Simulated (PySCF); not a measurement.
## IF⁺: from constants to spectrum

TPSS constants of IF⁺, ²Π (doublet), unpaired electrons π ↑ (PySCF, scalar-relativistic core potentials, basis sets I cc-pVDZ-PP with ECP28, F cc-pVDZ; masses 126.9045 and 18.9984 u):

```
ωe              : 668.6 cm⁻¹
ωexe            : 2.98 cm⁻¹
Be              : 0.27879 cm⁻¹
αe              : 0.00162 cm⁻¹
D (centrifugal) : 1.94e-07 cm⁻¹
De to I⁺ + F    : 2.86 eV
```

(1) Give the vibrational terms G(v) and spacings up to v = 6.

(2) How well does the Morse estimate ωe²/(4ωexe) reproduce De, and what is D0?

Spin–orbit coupling is left out, which matters for elements this heavy, above all for dissociation energies. For an ion De counts to the pair picked by the measured ionisation energies or electron affinities, which need not be the lowest pair at this level. The state was picked by a PBE0 search and need not be the measured ground state.

Answers

(1) G(v) = ωe(v+½) − ωexe(v+½)².

| v | G(v) (cm⁻¹) | G(v) − G(v−1) | Bv (cm⁻¹) |
| --- | --- | --- | --- |
| 0 | 333.6 |  | 0.2780 |
| 1 | 996.2 | 662.6 | 0.2764 |
| 2 | 1652.9 | 656.7 | 0.2747 |
| 3 | 2303.6 | 650.7 | 0.2731 |
| 4 | 2948.4 | 644.8 | 0.2715 |
| 5 | 3587.2 | 638.8 | 0.2699 |
| 6 | 4220.0 | 632.8 | 0.2683 |

(2) It gives 4.65 eV, 163 % of the computed De. D0 = De − G(0) = 2.86 − 0.04 = 2.82 eV.
